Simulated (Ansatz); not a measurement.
Molecule: SbH₂ (charge 0, doublet). SMILES: [SbH2]
Coordinates optimised at B3LYP-D3(BJ)/def2-TZVP (Ansatz, a first-principles code):
```xyz
3

Sb    -0.0160    -0.0195     0.0381
H     -0.5332     1.2693    -0.9731
H      1.3506    -0.2759    -0.9706
```
Charge 0, spin multiplicity 2.

### Question
Give the harmonic wavenumbers at B3LYP-D3(BJ)/def2-TZVP (Ansatz, finite differences of forces, unscaled).

### Answer
843, 1922, 1927 cm⁻¹. Zero-point energy 6.7 kcal/mol.

### Question
From these and the geometry, give the ideal-gas thermochemistry at 298.15 K and 1 atm (rigid rotor, harmonic oscillator).

### Answer
Point group C2v, rotational symmetry number 2. Rotational constants 173.7, 168.9, 85.65 GHz. S(trans) 40.35, S(rot) 14.13, S(vib) 0.18, S(elec, spin only) 1.38, S 56.0 cal/(mol K). H(298) - H(0) 2.41 kcal/mol; G - E(el) -7.6 kcal/mol.
